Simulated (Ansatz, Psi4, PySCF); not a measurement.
H5PSi, charge -1, doublet, at a GFN2-xTB geometry (a state made from the parent by changing its charge; the spin is typed, not shown lowest). Base run: PySCF with MP2/6-311G**.

Input for PySCF:
```python
from pyscf import gto, scf, mp

mol = gto.M(
    atom='''
Si   -1.11909809   -0.11289752    0.02233081
P     1.15602004    0.15282726   -0.13415520
H    -2.29260709   -0.93582205   -0.46776480
H    -1.55723131    1.25493495   -0.30971743
H    -1.35069510   -0.26986853    1.48176156
H     1.36139732   -1.18560754    0.15803934
H     2.16620900    0.42451950    0.83737793
''',
    basis='6-311g**',
    charge=-1,
    spin=1,
    verbose=4,
)

mf = scf.UHF(mol)
mf.kernel()

pt = mp.MP2(mf)
pt.kernel()
print('E(MP2) = %.10f' % pt.e_tot)
```

The same geometry, method and basis name were run in Ansatz (a quantum-chemistry and plane-wave program) and Psi4 and PySCF, at each program's defaults and at the settings that a row names. The base is PySCF at its defaults. Differences at the defaults can come from grids, fitting, cores and function types together.

```csv
code and settings,ΔE vs base (mEh),basis functions,E (Eh),SCF cycles
"PySCF, defaults (exact integrals, spherical functions, all electrons correlated)",0.000,82,-633.00855,12
"Psi4, defaults (density fitting with its default set, spherical functions, all electrons correlated)",1.234,82,-633.00732,15
"Ansatz, defaults (factorised integrals, Cartesian functions, frozen core)",247.8,84,-632.76075,-
"PySCF, frozen core",248.8,82,-632.75971,12
"Psi4, exact integrals, spherical functions, frozen core",248.8,82,-632.75971,15
"Ansatz, high accuracy, frozen core, Cartesian functions as the basis file defines them",247.8,84,-632.76075,-
```

Open shells are given as the SCF converged; they aren't shown to be the lowest states, and a large step between rows can be another state.
